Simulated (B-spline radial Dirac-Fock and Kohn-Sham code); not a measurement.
## Two-hole binding energies of Xe²⁴⁺

System: the Xe²⁴⁺ ion, 1s2 2s2 2p6 3s2 3p6 3d10 4s2.

Calculated with an atomic code on a B-spline grid, using Dirac-Fock (average of configuration) total-energy differences with a finite nucleus, the Breit interaction including its frequency dependence, and self-energy and vacuum-polarisation corrections. U is the two-hole binding energy less the two single-hole energies, the effective repulsion of the holes after relaxation. Each two-hole energy is an average over J within one jj subconfiguration.

```tsv
holes	E(a) (eV)	E(b) (eV)	E(ab) (eV)	U (eV)
1s⁻¹ 3p1/2⁻¹	35351.1	1724.8	37184.1	108.3
1s⁻¹ 3d3/2⁻¹	35351.1	1413.6	36863.9	99.2
2p1/2⁻²	5877.1	5877.1	11970.4	216.1
2s⁻¹ 2p3/2⁻¹	6225.2	5555.3	11946.3	165.8
2s⁻¹ 3d3/2⁻¹	6225.2	1413.6	7736.1	97.2
2p3/2⁻¹ 3s⁻¹	5555.3	1870.1	7515.9	90.5
2p1/2⁻¹ 3d5/2⁻¹	5877.1	1400.2	7375.6	98.2
2p3/2⁻¹ 3p1/2⁻¹	5555.3	1724.8	7375.2	95.1
2p3/2⁻¹ 3d3/2⁻¹	5555.3	1413.6	7067.8	98.8
3p1/2⁻²	1724.8	1724.8	3526.9	77.3
3p1/2⁻¹ 3p3/2⁻¹	1724.8	1660.1	3456.7	71.8
3p3/2⁻²	1660.1	1660.1	?	?
3d3/2⁻²	1413.6	1413.6	2906.8	79.6
3d3/2⁻¹ 3d5/2⁻¹	1413.6	1400.2	2894.0	80.2
```

Question: Give the missing two-hole energy and U.

Answer: E(ab) = 3392.4 eV and U = 72.2 eV.
